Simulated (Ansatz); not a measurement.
Ansatz (a first-principles code) input for NbF2, SMILES [Nb]([F])[F] (connectivity only; charge and spin as stated), neutral, multiplicity 4, r2SCAN-D4/def2-TZVP. 

Ansatz 0.2 input:
```yaml
crystal:
  periodic: [false, false, false]
  atoms:
    - {symbol: Nb, position_ang: [0.00000000, 0.00000000, 0.00000000]}
    - {symbol: F, position_ang: [0.00000000, 0.00000000, -1.75036586]}
    - {symbol: F, position_ang: [0.00000000, 0.00000000, 1.75036586]}
basis:
  gaussian:
    orbitals: def2-TZVP
hamiltonian:
  xc: r2scan
  dispersion: d4
magnetization: {spin_polarized: true, initial_magnetization: 3}
relax: {f_tol: 0.002, max_steps: 200}
```

Program output:

```
WARN ansatz: RAYON_NUM_THREADS=1 ignored (pool sized by the plan → 1); use --threads N
Functional definition: r2SCAN
integrals: 0.03 GiB planned
630 factors; their error is unknown
mean field: 0.33 GiB planned
mean field evaluation 1: about -6983.2460 eV, gradient 3.4e1 eV
mean field evaluation 2: about -6972.2299 eV, gradient 7.1e1 eV
mean field evaluation 4: about -6986.5671 eV, gradient 1.6e0 eV
mean field evaluation 8: about -6986.5795 eV, gradient 1.6e-2 eV
mean field evaluation 16: about -6986.5795 eV, gradient 1.7e-5 eV
mean field -6986.57950833 eV, -256.7520612574 hartree, gradient 1.7e-5 eV, S^2 3.758182; 0 other end points of the search recorded, 0 dependent functions left out
the calculation of the forces begins
reference -6986.57953812 eV, -256.7520623522 hartree; 17, 14 occupied and 85, 88 virtual orbitals, 630 factors
relax step   1: F+E_penalty+E_count = -6986.58832194 eV  Δ(F+E_penalty+E_count) = +0.000e0 eV  max|allowed force component| = 5.511e0 eV/Å  Δτ_max = 0.0000 Å  (33 SCF iters, accepted)
these checks for a lower state are left out or cut short: starts, cluster_reference, orbital_swaps, neighbouring_geometries, increment
integrals: 0.03 GiB planned
630 factors; their error is unknown
mean field: 0.33 GiB planned
mean field -6987.19764156 eV, -256.7747772345 hartree, gradient 2.1e-5 eV, S^2 3.759991; 0 other end points of the search recorded, 0 dependent functions left out
the calculation of the forces begins
reference -6987.19767020 eV, -256.7747782870 hartree; 17, 14 occupied and 85, 88 virtual orbitals, 630 factors
relax step   2: F+E_penalty+E_count = -6987.20619514 eV  Δ(F+E_penalty+E_count) = -6.179e-1 eV  max|allowed force component| = 7.603e-1 eV/Å  Δτ_max = 0.1058 Å  (41 SCF iters, accepted)
these checks for a lower state are left out or cut short: starts, cluster_reference, orbital_swaps, neighbouring_geometries, increment
integrals: 0.03 GiB planned
630 factors; their error is unknown
mean field: 0.33 GiB planned
mean field evaluation 32: about -6987.2153 eV, gradient 1.8e-5 eV
mean field -6987.21529584 eV, -256.7754260175 hartree, gradient 1.8e-5 eV, S^2 3.760402; 0 other end points of the search recorded, 0 dependent functions left out
the calculation of the forces begins
reference -6987.21532423 eV, -256.7754270609 hartree; 17, 14 occupied and 85, 88 virtual orbitals, 630 factors
relax step   3: F+E_penalty+E_count = -6987.22379925 eV  Δ(F+E_penalty+E_count) = -1.760e-2 eV  max|allowed force component| = 9.656e-2 eV/Å  Δτ_max = 0.0208 Å  (36 SCF iters, accepted)
these checks for a lower state are left out or cut short: starts, cluster_reference, orbital_swaps, neighbouring_geometries, increment
integrals: 0.03 GiB planned
630 factors; their error is unknown
mean field: 0.33 GiB planned
mean field -6987.21561531 eV, -256.7754377579 hartree, gradient 1.9e-5 eV, S^2 3.760468; 0 other end points of the search recorded, 0 dependent functions left out
the calculation of the forces begins
reference -6987.21564367 eV, -256.7754387998 hartree; 17, 14 occupied and 85, 88 virtual orbitals, 630 factors
relax step   4: F+E_penalty+E_count = -6987.22411092 eV  Δ(F+E_penalty+E_count) = -3.117e-4 eV  max|allowed force component| = 6.633e-4 eV/Å  Δτ_max = 0.0033 Å  (36 SCF iters, accepted)
integrals: 0.03 GiB planned
630 factors; their error is unknown
mean field: 0.33 GiB planned
mean field -6987.21561531 eV, -256.7754377579 hartree, gradient 1.9e-5 eV, S^2 3.760468; 2 other end points of the search recorded, 0 dependent functions left out
the calculation of the forces begins
reference -6987.21564367 eV, -256.7754387998 hartree; 17, 14 occupied and 85, 88 virtual orbitals, 630 factors
Total energy: -6987.22413927 eV, -256.7757510076 hartree
Atom 0 at    -0.000000    -0.000000    -0.000000 Å, force    -0.000000     0.000000    -0.000000 eV/Å
Atom 1 at     0.000000     0.000000    -1.880253 Å, force     0.000000    -0.000000     0.000663 eV/Å
Atom 2 at     0.000000     0.000000     1.880253 Å, force     0.000000    -0.000000    -0.000663 eV/Å
Dipole moment:    -0.000000     0.000000     0.000000 e Å
```

The run converged.
